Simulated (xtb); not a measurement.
H6O4SiTi, SMILES [Ti]1([OH])([OH])([OH])[O][SiH3]->1, multiplicity 1. All values are semi-empirical tight-binding results from xtb (GFN2-xTB unless named), good for trends rather than for accurate numbers. The structure is a stationary point at GFN2-xTB. The multiplicity is an assumed one; other spin states were not compared. One conformer was computed; it need not be the lowest.

Optimised geometry:

Bonded distances (Å): Si1–O2 1.603, Si1–Ti3 3.050, Si1–H7 1.487, Si1–H8 1.469, Si1–H9 1.487, O2–Ti3 1.761, Ti3–O4 1.735, Ti3–O5 1.718, Ti3–O6 1.731, O4–H10 0.962, O5–H11 0.960, O6–H12 0.962. Angles (°): O2–Si1–Ti3 26.2, O2–Si1–H7 109.7, O2–Si1–H8 106.5, O2–Si1–H9 110.5, Ti3–Si1–H7 98.9, Ti3–Si1–H8 132.4, Ti3–Si1–H9 93.1, H7–Si1–H8 110.3, H7–Si1–H9 108.9, H8–Si1–H9 110.9, Si1–O2–Ti3 130.1, Si1–Ti3–O2 23.7, Si1–Ti3–O4 101.6, Si1–Ti3–O5 132.6, Si1–Ti3–O6 90.2, O2–Ti3–O4 108.4, O2–Ti3–O5 110.5, O2–Ti3–O6 108.6, O4–Ti3–O5 110.9, O4–Ti3–O6 108.3, O5–Ti3–O6 110.2, Ti3–O4–H10 129.3, Ti3–O5–H11 136.5, Ti3–O6–H12 127.0.
Charge 0, spin multiplicity 1.

For metal compounds this method's bond lengths and energies can be far off.

| Item | Value |
|---|---|
| orbital gap | 4.25 eV |
| zero-point energy | 38.0 kcal/mol |
| G − E(el) at 298.15 K (modified RRHO) | 14.4 kcal/mol |

Computed atomic charges and the Wiberg bond orders between heavy atoms:
charges (e) Si1 0.51, O2 -0.54, Ti3 1.16, O4 -0.61, O5 -0.61, O6 -0.61, H7 -0.09, H8 -0.08, H9 -0.09, H10 0.32, H11 0.32, H12 0.32. Bond orders Si1–O2 1.19, O2–Ti3 0.87, Ti3–O4 1.06, Ti3–O5 1.07, Ti3–O6 1.06.
